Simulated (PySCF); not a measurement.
An unknown shows these calculated signals:

$^{1}$H NMR (400 MHz, computed): δ 7.54 (m, 2H), 7.48 (m, 2H), 5.94 (m, 2H), 2.51 (s, 3H).

$^{13}$C{$^{1}$H} NMR (computed): δ 142.0 (C), 141.4 (C), 134.4 (CH), 128.1 (CH), 86.9 (CH2), 23.9 (CH3).

- coordinates at the GFN2-xTB level
- shielding tensors at PBE0/pcSseg-1 (GIAO)
- run in PySCF 2.14
- single conformer, rapidly exchanging positions averaged, gas phase, relativity neglected

Chemical shifts δ = σref − σ; $^{1}$H, $^{13}$C vs TMS, all at this level.

Which of these does the molecule contain: a tert-butyl group, a methoxy group, a benzene ring, an N-methyl group?

## Answers


- A tert-butyl group: no.
- A methoxy group: no.
- A benzene ring: yes.
- An N-methyl group: no.

The data belong to SMILES Cc1ccc(CF)cc1, C₈H₉F; they needn't prove each group on their own.

Carbon signals by region: 4 in the sp2 and nitrile region (100–160 ppm), 1 at 50–100 ppm, 1 below 50 ppm.

Splittings by $^{19}$F in the carbon and heteronuclear signals aren't shown, as no couplings were computed. Shifts are as computed. Against solution values, carbons near 30 ppm lie about +3 ppm off and those near 130 ppm about +5 ppm. Of 1211 compounds with measured shifts, 218 miss one by over three times the rms of a fit or turn the order of signals round; such compounds aren't used in these exercises. No couplings were computed; multiplicities are counted from neighbouring protons, with m where these are inequivalent, close in shift, in a saturated or five-membered ring or joined by F or P, and br s for small geminal =CH2 splittings.
